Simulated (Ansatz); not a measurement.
```xyz
10

F    -0.545    2.076    0.212
B    -0.210    0.800    0.081
Si    1.246    0.030    1.294
Si   -1.165   -0.335   -1.325
H     1.806    1.015    2.257
H     0.678   -1.122    2.050
H     2.348   -0.498    0.440
H    -2.175    0.418   -2.117
H    -1.836   -1.476   -0.641
H    -0.147   -0.907   -2.252
```

The species carries charge 0 and has multiplicity 1.

Question: List the ωB97M-V/def2-TZVPP orbital energies in eV (Ansatz 0.2.0). (Estimate.)

Answer: Computed: Occupied: -1806.72, -1806.72, -678.42, -189.73, -147.86, -147.86, -101.97, -101.97, -101.97, -101.97, -101.96, -101.96, -37.18, -19.19, -17.88, -17.77, -16.04, -15.98, -13.22, -12.33, -12.11, -12.03, -12.02, -9.56. Lowest empty: -0.16, 1.52, 2.31, 2.49, 2.76, 3.15, 3.36, 3.79.
